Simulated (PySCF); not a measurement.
## Spinor energies of La(33+) (lanthanum, charge +33)

Start: [Ar] 3d6; 3d3/2 filled at m_j = -3/2, -1/2, +1/2, +3/2; 3d5/2 filled at m_j = +3/2, +5/2. Calculated with PySCF 2.14 in an uncontracted even-tempered set (16 s from 5.9 bohr⁻², ratio 2.8; 12 p from 7.6 bohr⁻², ratio 2.8; 8 d from 7.6 bohr⁻², ratio 2.8; 3 f from 28 bohr⁻², ratio 3): generalised Hartree-Fock with the X2C-1e Hamiltonian and a Gaussian nucleus; one run each with spin-orbit coupling (SO) switched off, then screened by Boettger's factors.

```json
{"spinor shell": "1s1/2", "electrons": "2", "ε, spin-free (eV)": "-40595.6", "ε, screened SO (eV)": "-40589.3", "weight of nominal j (screened SO)": "1.000", "rms radius, screened SO (bohr)": "0.0286"}
{"spinor shell": "2s1/2", "electrons": "2", "ε, spin-free (eV)": "-7766.1", "ε, screened SO (eV)": "-7763.5", "weight of nominal j (screened SO)": "1.000", "rms radius, screened SO (bohr)": "0.116"}
{"spinor shell": "2p1/2", "electrons": "2", "ε, spin-free (eV)": "-7109.8", "ε, screened SO (eV)": "-7405.8", "weight of nominal j (screened SO)": "1.000", "rms radius, screened SO (bohr)": "0.0995"}
{"spinor shell": "2p3/2", "electrons": "4", "ε, spin-free (eV)": "-7109.8", "ε, screened SO (eV)": "-6976.5", "weight of nominal j (screened SO)": "1.000", "rms radius, screened SO (bohr)": "0.105"}
{"spinor shell": "3s1/2", "electrons": "2", "ε, spin-free (eV)": "-2662.1", "ε, screened SO (eV)": "-2661.3", "weight of nominal j (screened SO)": "1.000", "rms radius, screened SO (bohr)": "0.291"}
{"spinor shell": "3p1/2", "electrons": "2", "ε, spin-free (eV)": "-2444.9", "ε, screened SO (eV)": "-2518.9", "weight of nominal j (screened SO)": "0.989", "rms radius, screened SO (bohr)": "0.281"}
{"spinor shell": "3p3/2", "electrons": "4", "ε, spin-free (eV)": "-2444.9", "ε, screened SO (eV)": "-2411.1", "weight of nominal j (screened SO)": "0.994", "rms radius, screened SO (bohr)": "0.293"}
{"spinor shell": "3d3/2", "electrons": "4", "ε, spin-free (eV)": "-2181.5", "ε, screened SO (eV)": "-2190.0", "weight of nominal j (screened SO)": "0.882", "rms radius, screened SO (bohr)": "0.258"}
{"spinor shell": "3d5/2", "electrons": "2", "ε, spin-free (eV)": "-2181.5", "ε, screened SO (eV)": "-2168.2", "weight of nominal j (screened SO)": "0.872", "rms radius, screened SO (bohr)": "0.261"}
```

| quantity | spin-free | screened SO |
| --- | --- | --- |
| E (hartree) | -7767.69149 | -7771.76621 |
| M_J | 4 | 4 |
| ⟨J²⟩ | 20.000 | 20.031 |
| ⟨L²⟩ | 6.000 | 9.408 |
| ⟨S²⟩ | 6.000 | 4.160 |

Each row is a mean over spinors that exchange with the open shell spreads, by up to 34.984 eV (3p3/2).

Rows whose weight is well below 1 are mixtures of j = l ± 1/2: exchange outweighs spin-orbit coupling there, and the label is only the starting occupation.

Breit and QED terms are absent; they matter most for the inner s and p1/2 levels.

Densities and radii are taken from the X2C orbitals without a picture-change correction, which distorts them close to the nucleus.

Without spin-orbit coupling the j labels of p, d and f shells carry no meaning; the spin-free column gives the mean over the occupied spinors of each nl shell.
